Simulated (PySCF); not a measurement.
## C₆ coefficients of unlike pairs at PBE

Calculated with PySCF 2.14 from the dipole response of each species, C₆(A,B) = (3/π) ∫ α_A(iu) α_B(iu) du, in atomic units, from isotropic polarisabilities. For ions this is the dispersion term alone; charge-induced terms of lower order in 1/R come first.

| species | configuration | basis | relativity | α (bohr³) | C₆ (like pair) |
| --- | --- | --- | --- | --- | --- |
| Sr⁺ | [Kr] 5s1 (2S) | def2-QZVPPD with the def2 core potential (28 electrons) (7s5p4d3f) | core potential | 94.65 | 822.3 |
| Cu⁺ | [Ar] 3d10 (1S) | aug-cc-pwCVDZ-PP with ECP10MDF (6s6p5d3f) | core potential | 6.293 | 14.80 |
| Cl²⁺ | [Ne] 3s2 3p3 (4S) | dyall-av2z (13s9p2d) | none | 5.863 | 21.24 |
| Te⁺ | [Kr] 4d10 5s2 5p3 (4S) | aug-cc-pVQZ-DK3 (9s8p6d3f2g) | spin-free X2C | 22.56 | 188.8 |

**Question.** Estimate C₆ for Te⁺ with Sr⁺.

**Answer.** The integral gives 334.1. The combination rule 2 C_A C_B / (C_A α_B/α_A + C_B α_A/α_B) gives 314.2 and the geometric mean 394.0.

No spin-orbit coupling is included.

The other pairs:

| pair | C₆ |
| --- | --- |
| Cu⁺, Sr⁺ | 90.51 |
| Cl²⁺, Cu⁺ | 17.12 |
| Cl²⁺, Sr⁺ | 98.97 |
| Te⁺, Cu⁺ | 51.24 |
| Te⁺, Cl²⁺ | 61.80 |
